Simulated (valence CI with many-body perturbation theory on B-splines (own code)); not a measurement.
## Ce⁴³⁺: electric-dipole lines

Computed by valence CI with perturbative core correlation (CI+MBPT): five valence electrons over a frozen Dirac-Fock core [Ne], radial functions for each j: 11 s, 11 p, 10 d, 8 f, 5 g, 2 h, with the one-electron correlation potential Σ1 (screened to all orders), the two-electron term Σ2, the three-electron term Σ3, Breit, model QED; selected single and double excitations, second order for the rest, scaled by the run's own slope (own B-spline code, finite nucleus).

The last digits are not significant, and no measured levels were compared; by estimate large intervals hold to a few tenths of a per cent, small ones and those within an open d or f shell to about a per cent. Among the levels kept, up to 3200 cm⁻¹ of a level comes from second order outside the variational space, and about a tenth of that is noise between levels of different J, which matters for small intervals.

Lines 1 to 50 of 564 in falling wavelength, among levels below 654.29 eV, chosen from the strongest by gf and those to the six lowest levels. Wavelengths and rates use the calculated energies. Electric multipoles are in the length gauge, E1 and E2 with the static RPA response of the core. Weak lines are less certain than strong ones. Lines between different terms over intervals too small for the method are left out, as are lines whose strength nearly cancels. The highest levels of a list are the least certain.

Levels are named by their leading jj configuration (3d3/2^4 stands for four electrons in 3d with j = 3/2), which in mixed levels can hold well under half, so a name can repeat and another be missing. Letters in brackets count levels of one name in rising energy.

```csv
λ vac (nm),Upper,Lower,A (s⁻¹),log gf,Branch %
22.09,(3s^2 3p1/2^2 3d3/2) J=3/2,(3s^2 3p1/2 3p3/2^2) J=5/2,4.13e+07,-2.92,1.1
14.26,(3s^2 3p1/2^2 3d5/2) J=5/2,(3s^2 3p1/2 3p3/2^2) J=5/2,3.01e+08,-2.26,0.9
13.49,(3s 3p1/2^2 3p3/2 3d3/2) J=7/2,(3s^2 3p1/2 3p3/2 3d3/2) J=5/2 [b],2.41e+09,-1.28,17.3
12.93,(3s^2 3p1/2^2 3d5/2) J=5/2,(3s^2 3p1/2 3p3/2^2) J=3/2,4.82e+08,-2.14,1.4
12.69,(3s 3p1/2^2 3d3/2 3d5/2) J=9/2,(3s^2 3p1/2 3d3/2 3d5/2) J=7/2 [b],3.01e+09,-1.14,2.1
12.41,(3s 3p1/2^2 3d5/2^2) J=9/2,(3s^2 3p1/2 3d5/2^2) J=7/2,3.52e+09,-1.09,2.6
11.61,(3s 3p1/2^2 3p3/2 3d5/2) J=9/2,(3s^2 3p1/2 3p3/2 3d5/2) J=9/2,4.38e+09,-1.05,27.9
11.54,(3s 3p1/2^2 3p3/2 3d5/2) J=7/2 [a],(3s^2 3p1/2 3p3/2 3d5/2) J=5/2 [b],4.24e+09,-1.17,3.7
11.10,(3s 3p1/2^2 3d3/2^2) J=3/2,(3s^2 3p1/2 3d3/2^2) J=5/2,7.59e+09,-1.25,23.4
10.99,(3s 3p1/2^2 3p3/2 3d3/2) J=7/2,(3s^2 3p1/2 3p3/2 3d3/2) J=7/2,5.32e+09,-1.11,38.2
10.94,(3s 3p1/2^2 3p3/2^2) J=5/2,(3s^2 3p1/2 3p3/2^2) J=5/2,4.04e+09,-1.36,3.9
10.86,(3s 3p1/2 3p3/2^2 3d5/2) J=11/2,(3s^2 3p3/2^2 3d5/2) J=9/2,1.01e+10,-0.67,15.2
10.74,(3s 3p1/2 3p3/2^2 3d5/2) J=7/2 [e],(3s^2 3p3/2^2 3d5/2) J=5/2 [b],7.10e+09,-1.01,1.4
10.70,(3s 3p1/2^2 3p3/2 3d3/2) J=5/2 [a],(3s^2 3p1/2 3p3/2 3d3/2) J=5/2 [a],5.90e+09,-1.22,33.1
10.66,(3s 3p1/2^2 3p3/2 3d5/2) J=9/2,(3s^2 3p1/2 3p3/2 3d5/2) J=7/2 [a],1.13e+10,-0.71,71.9
10.47,(3s 3p1/2^2 3d3/2^2) J=5/2,(3s^2 3p1/2 3d3/2^2) J=5/2,8.44e+09,-1.08,25.1
10.43,(3s 3p1/2^2 3d3/2 3d5/2) J=7/2 [a],(3s^2 3p1/2 3d3/2 3d5/2) J=7/2 [a],7.34e+09,-1.02,8.7
10.42,(3s 3p1/2^2 3d5/2^2) J=5/2,(3s^2 3p1/2 3d5/2^2) J=3/2,5.84e+09,-1.24,3.3
10.41,(3s 3p1/2^2 3p3/2 3d5/2) J=5/2 [a],(3s^2 3p1/2 3p3/2 3d5/2) J=5/2 [a],5.96e+09,-1.24,5.8
10.35,(3p1/2^2 3p3/2^2 3d3/2) J=7/2,(3s 3p1/2 3p3/2^2 3d3/2) J=7/2 [c],1.07e+10,-0.86,2.5
10.23,(3s 3p1/2^2 3d5/2^2) J=5/2,(3s^2 3p1/2 3d5/2^2) J=5/2,5.50e+09,-1.29,3.1
10.18,(3s 3p1/2^2 3p3/2^2) J=1/2,(3s^2 3p1/2 3p3/2^2) J=1/2,1.48e+10,-1.34,11.7
10.14,(3s 3p1/2^2 3p3/2^2) J=5/2,(3s^2 3p1/2 3p3/2^2) J=3/2,6.84e+09,-1.20,6.5
10.10,(3s 3p1/2^2 3d5/2^2) J=9/2,(3s^2 3p1/2 3d3/2 3d5/2) J=7/2 [b],4.73e+09,-1.14,3.5
10.06,(3s 3p1/2^2 3d3/2 3d5/2) J=9/2,(3s^2 3p1/2 3d3/2 3d5/2) J=9/2,7.93e+09,-0.92,5.6
9.997,(3s 3p1/2 3p3/2^2 3d5/2) J=9/2 [d],(3s^2 3p3/2^2 3d5/2) J=7/2,7.12e+09,-0.97,3.2
9.985,(3s 3p1/2^2 3d5/2^2) J=9/2,(3s 3p1/2 3p3/2^2 3d5/2) J=9/2 [a],4.42e+09,-1.18,3.2
9.972,(3s 3p1/2^2 3d3/2 3d5/2) J=5/2 [a],(3s^2 3p1/2 3d3/2 3d5/2) J=7/2 [a],6.08e+09,-1.26,6.4
9.965,(3s 3p1/2 3p3/2^3) J=5/2,(3s^2 3p3/2^3) J=3/2,7.53e+09,-1.17,2.7
9.946,(3s 3p1/2^2 3p3/2 3d5/2) J=5/2 [a],(3s^2 3p1/2 3p3/2 3d5/2) J=3/2 [a],1.02e+10,-1.04,9.8
9.862,(3s 3p1/2^2 3p3/2 3d5/2) J=3/2 [a],(3s^2 3p1/2 3p3/2 3d5/2) J=5/2 [a],1.07e+10,-1.21,13.1
9.797,(3s 3p1/2^2 3p3/2 3d5/2) J=3/2 [b],(3s^2 3p1/2 3p3/2 3d5/2) J=3/2 [b],9.49e+09,-1.26,3.5
9.712,(3s 3p1/2 3p3/2^2 3d3/2) J=7/2 [c],(3s^2 3p3/2^2 3d3/2) J=7/2,6.52e+09,-1.13,0.9
9.707,(3s 3p1/2 3p3/2^2 3d5/2) J=7/2 [d],(3s^2 3p3/2^2 3d5/2) J=5/2 [a],8.83e+09,-1.00,1.4
9.677,(3s 3p1/2 3p3/2^2 3d5/2) J=5/2 [d],(3s^2 3p3/2^2 3d5/2) J=5/2 [a],6.92e+09,-1.23,3.1
9.654,(3s 3p1/2^2 3d5/2^2) J=3/2,(3s^2 3p1/2 3d5/2^2) J=5/2,1.80e+10,-1.00,11.1
9.550,(3s 3p1/2^2 3d3/2 3d5/2) J=7/2 [b],(3s^2 3p1/2 3d3/2 3d5/2) J=9/2,1.71e+10,-0.73,14.1
9.527,(3s 3p1/2^2 3p3/2 3d5/2) J=5/2 [b],(3s^2 3p1/2 3p3/2 3d5/2) J=7/2 [b],1.49e+10,-0.92,5.1
9.508,(3s 3p1/2 3p3/2^2 3d5/2) J=3/2 [a],(3s^2 3p3/2^2 3d5/2) J=1/2,9.32e+09,-1.30,2.2
9.449,(3s 3p1/2 3p3/2^2 3d5/2) J=5/2 [f],(3s^2 3p3/2^2 3d5/2) J=5/2 [b],9.12e+09,-1.14,1.1
9.323,(3s 3p1/2^2 3d5/2^2) J=7/2,(3s 3p1/2 3p3/2^2 3d5/2) J=9/2 [a],1.53e+10,-0.80,9.9
9.320,(3p1/2^2 3p3/2^3) J=3/2,(3s 3p1/2 3p3/2^3) J=5/2,1.33e+10,-1.16,4.5
9.298,(3s 3p1/2^2 3p3/2^2) J=3/2,(3s^2 3p1/2 3p3/2^2) J=5/2,1.64e+10,-1.07,8.4
9.234,(3s 3p1/2 3p3/2^2 3d5/2) J=7/2 [b],(3s^2 3p3/2^2 3d5/2) J=7/2,7.26e+09,-1.13,3.8
9.233,(3s 3p1/2 3p3/2^2 3d5/2) J=3/2 [e],(3s^2 3p3/2^2 3d5/2) J=5/2 [b],1.04e+10,-1.27,1.4
9.196,(3s 3p1/2^2 3p3/2 3d3/2) J=3/2 [b],(3s^2 3p1/2 3p3/2 3d3/2) J=5/2 [a],9.87e+09,-1.30,8.3
9.143,(3s 3p1/2^2 3d3/2 3d5/2) J=5/2 [b],(3s^2 3p1/2 3d3/2 3d5/2) J=7/2 [a],8.31e+09,-1.20,6.4
9.027,(3s 3p1/2^2 3d5/2^2) J=9/2,(3s 3p1/2 3p3/2^2 3d5/2) J=7/2 [a],4.28e+09,-1.28,3.1
8.948,(3s 3p1/2^2 3p3/2 3d3/2) J=5/2 [b],(3s^2 3p1/2 3p3/2 3d3/2) J=7/2,1.97e+10,-0.85,8.2
8.945,(3s 3p1/2^2 3p3/2 3d5/2) J=7/2 [b],(3s^2 3p1/2 3p3/2 3d5/2) J=9/2,1.75e+10,-0.78,7.3
```

(1) How does gf follow from A for the line at 9.707 nm?

Results:

(1) gf = 1.4992 × (2J+1)_upper × A / σ², with σ = 1030153 cm⁻¹ and 2J+1 = 8: gf = 0.0998.
